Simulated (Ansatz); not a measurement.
Geometry optimisation, Ansatz 0.2.0, UKS PBE-D4/STO-3G.

Input:

```yaml
crystal:
  periodic: [false, false, false]
  atoms:
    - { symbol: B, position_ang: [-0.07924, 2.05588, -1.03767] }
    - { symbol: C, position_ang: [-0.01312, 0.72836, -0.36031] }
    - { symbol: C, position_ang: [0.02056, -0.35213, 0.18379] }
    - { symbol: C, position_ang: [0.06029, -1.64224, 0.8307] }
    - { symbol: H, position_ang: [0.18297, 2.13748, -2.17613] }
    - { symbol: H, position_ang: [-0.40336, 3.00214, -0.42873] }
    - { symbol: H, position_ang: [0.42338, -0.28006, 1.19406] }
    - { symbol: H, position_ang: [-0.30997, -2.41267, 0.15372] }
    - { symbol: H, position_ang: [-0.54788, -1.63581, 1.73552] }
magnetization:
  spin_polarized: true
basis:
  gaussian: { orbitals: STO-3G }
hamiltonian:
  xc: pbe
  dispersion: d4
relax:
  f_tol: 0.02
  max_steps: 50
```

Launched with:

```bash
$ ansatz run input.yaml --threads 1 --pin off --max-ram 2048MiB --backend cpu --events-out ev --progress --plain --runs-dir out
```

Question: Where does it end, and by what steps?

Answer: The run converged. Limits of this set-up: minimal basis. After 17 steps the energy has fallen by 3.386 eV; H9 moved furthest, 0.98 Å. The start is strongly strained (largest force component 9 eV/Å).

```csv
step,energy less start (eV),largest force component (eV/Å),accepted
0,0.0000,9.144,yes
1,-1.3508,2.315,yes
2,-1.5826,1.884,yes
3,-2.0428,2.774,yes
4,-2.5186,3.063,yes
5,-2.8007,2.165,yes
6,-3.0845,1.337,yes
7,-3.2337,0.871,yes
8,-3.2972,0.639,yes
9,-3.3362,0.632,yes
10,-3.3533,0.489,yes
11,-3.3717,0.275,yes
12,-3.3803,0.167,yes
13,-3.3831,0.131,yes
14,-3.3844,0.092,yes
15,-3.3852,0.057,yes
16,-3.3851,0.092,no
17,-3.3859,0.018,yes
```

```xyz
9
Properties=species:S:1:pos:R:3
B -0.071 1.796 -1.104
C -0.035 0.852 -0.095
C 0.019 -0.133 0.914
C -0.254 -1.454 0.615
H 0.399 1.585 -2.168
H -0.580 2.844 -0.896
H 0.450 0.121 1.907
H -0.646 -1.743 -0.375
H 0.051 -2.269 1.296
```

The run took 29 s on 1 CPU thread of a shared host.
